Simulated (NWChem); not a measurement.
# SnCl₂, singlet; SMILES [Cl][Sn][Cl]

All runs: NWChem. Low-valent species are run as closed-shell singlets; no triplet was tried in these runs. Structure relaxed at the PBE-D3(BJ)/def2-SVP level. def2 effective core potentials on Sn; no spin-orbit coupling. Level BLYP/def2-SVPD: single points from the atomic guess with DIIS by default; each run changes one setting, and all converged runs end within 0.3 mHa of each other.

### Question
Which setting needs the most SCF iterations, or fails (DIIS on 20 Fock matrices; DIIS on 3 Fock matrices; defaults; occupation smearing of 0.005 Ha; level shift of 0.5 Ha throughout)?

### Answer
level shift of 0.5 Ha throughout, with 21 against 9 for the defaults.
```json
[
 {"setting": "defaults", "SCF iterations": "9"},
 {"setting": "occupation smearing of 0.005 Ha", "SCF iterations": "9"},
 {"setting": "DIIS on 20 Fock matrices", "SCF iterations": "8"},
 {"setting": "DIIS on 3 Fock matrices", "SCF iterations": "9"},
 {"setting": "level shift of 0.5 Ha throughout", "SCF iterations": "21"}
]
```
